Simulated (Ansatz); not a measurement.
Program: Ansatz. Geometries: PBE0-D4/def2-TZVP. ΔE: electronic, gas phase. CBS: MP2 limit from def2 TZ/QZ plus the TZ coupled-cluster correction, frozen cores. This one scheme is used for every species. Functionals use def2-TZVPP. One conformer a species, not always the lowest.

`BC#CF` + CH₃OH → `OCC#CF` + BH₃  (formal exchange of groups at a C–B bond)

`BC#CF`:

```xyz
6

B     0.359   -0.346   -1.050
C    -0.103    0.099    0.301
C    -0.476    0.458    1.392
F    -0.865    0.835    2.534
H     0.630   -1.493   -1.239
H     0.455    0.447   -1.938
```

CH₃OH:

Z-matrix (Å, degrees):
```
C
O 1 1.409
H 1 1.097 2 112.4
H 1 1.090 2 107.0 3 -118.5
H 1 1.097 2 112.4 3 123.0
H 2 0.959 1 108.5 3 -61.6
```

`OCC#CF`:

```xyz
8

O     0.426    1.632    0.391
C    -0.385    0.498    0.597
C    -0.138   -0.578   -0.360
C     0.099   -1.453   -1.138
F     0.343   -2.385   -1.971
H     1.342    1.343    0.363
H    -0.268    0.102    1.615
H    -1.418    0.842    0.503
```

BH₃:

```xyz
4

B     0.000    0.000    0.000
H     0.269   -0.853    0.790
H     0.473   -0.030   -1.095
H    -0.742    0.883    0.305
```

| species | r2SCAN energy (Eh) |
| --- | --- |
| `BC#CF` | -201.96710 |
| CH₃OH | -115.70575 |
| `OCC#CF` | -291.04853 |
| BH₃ | -26.58636 |

(1) Work out ΔE.

(2) What do rigid-rotor, harmonic-oscillator terms from PBE0-D4/def2-TZVP frequencies (298.15 K, 1 bar) make of the CCSD(T)/CBS value? (Estimate.)

Largest T1 diagnostic among the species: 0.014.

## Answers

(1) ΔE = (-291.04853) + (-26.58636) − (-201.96710) − (-115.70575) = 0.03796 Eh = +99.7 kJ/mol. CCSD(T)/CBS gives +89.4 kJ/mol.

(2) Computed: ΔZPE = -6.6 kJ/mol, ΔH = +83.5 kJ/mol, ΔS = -16 J/(mol·K), ΔG = +88.4 kJ/mol.

From BLYP to BHLYP (50 % exact exchange), in def2-TZVPP and without D4, ΔE moves by −9.9 kJ/mol. At CCSD(T), def2-SVP lies −6.8 kJ/mol from the extrapolated value and def2-TZVPP −2.0 kJ/mol. Leaving LDA and LC-ωPBE aside and taking each functional with its dispersion term where it has one, the values, not all of them listed here, spread over 17.7 kJ/mol, from ωB97X-V to B97M-V. LDA lies −3.2 kJ/mol from PBE without D4.
